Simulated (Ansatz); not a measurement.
CH₆BNOSi, SMILES `BO/C=N\[SiH3]` at its PBE0-D4/def2-TZVP geometry, where that method's forces vanish. Total charge 0; spin multiplicity 1.

```tsv
atom	x (Å)	y (Å)	z (Å)
B1	-1.3316	1.8660	-0.4653
O2	-0.5948	0.7337	-0.3258
C3	0.1042	0.4727	0.8326
N4	0.7948	-0.5440	1.0068
Si5	1.0239	-1.8306	-0.1523
H6	-1.3780	2.6561	0.4349
H7	-1.9032	2.0086	-1.5012
H8	-0.0186	1.2622	1.5811
H9	1.6478	-1.3138	-1.3988
H10	1.9278	-2.8288	0.4651
H11	-0.2721	-2.4822	-0.4771
```

(1) For each bond, give half the difference of the two atoms' forces along it (eV/Å; positive pushes the atoms apart) under PBE-D4, r2SCAN-D4, B3LYP-D4, ωB97M-V in def2-TZVPP. (An estimate is asked.)

Results:

(1) The calculation gave: 
```tsv
bond	length (Å)	PBE-D4	r2SCAN-D4	B3LYP-D4	ωB97M-V
B1–O2	1.358	0.20	0.12	0.05	0.14
B1–H6	1.199	-0.02	-0.07	-0.10	-0.13
B1–H7	1.192	-0.02	-0.09	-0.15	-0.16
O2–C3	1.378	0.33	0.29	0.31	0.26
C3–N4	1.241	0.54	0.17	0.01	-0.06
C3–H8	1.095	-0.13	-0.16	-0.20	-0.17
N4–Si5	1.747	-0.05	-0.08	0.08	0.15
Si5–H9	1.487	0.06	-0.01	-0.07	-0.13
Si5–H10	1.481	0.04	-0.04	-0.10	-0.13
Si5–H11	1.486	0.06	-0.01	-0.07	-0.13
```

B3LYP here is the variant with VWN-RPA as its local correlation; programs differ in this.

Program: Ansatz 0.2.0.
